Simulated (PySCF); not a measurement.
C4H6Si.

```xyz
11

C      0.0000    -0.7406    -1.2943
C      0.0000    -1.3581    -0.0870
Si     0.0000     0.0000     1.2060
C      0.0000     1.3581    -0.0870
C      0.0000     0.7406    -1.2943
H      0.0000    -1.2809    -2.2497
H      0.0000    -2.4467     0.0109
H     -1.2102     0.0000     2.0848
H      1.2102     0.0000     2.0848
H      0.0000     2.4467     0.0109
H      0.0000     1.2809    -2.2497
```

The structure is a stationary point at r2SCAN-D4/def2-SVP.

All values below come from PySCF with B3LYP/pcSseg-1. Non-relativistic, no solvent.

Computed absolute GIAO shielding of each atom: isotropic value and principal components (ppm):
```
atom  σ(iso)     σ11    σ22    σ33   span
----  ------  ------  -----  -----  -----
C1      19.6  -103.8   29.2  133.4  237.2
C2      44.4   -71.1   37.7  166.7  237.8
Si3    383.6   311.7  392.0  447.2  135.5
C4      44.4   -71.1   37.7  166.7  237.8
C5      19.6  -103.8   29.2  133.4  237.2
H6      24.2    21.6   23.3   27.6    6.0
H7      25.1    23.7   25.2   26.4    2.7
H8      26.9    23.9   24.8   31.9    7.9
H9      26.9    23.9   24.8   31.9    7.9
H10     25.1    23.7   25.2   26.4    2.7
H11     24.2    21.6   23.3   27.6    6.0
```
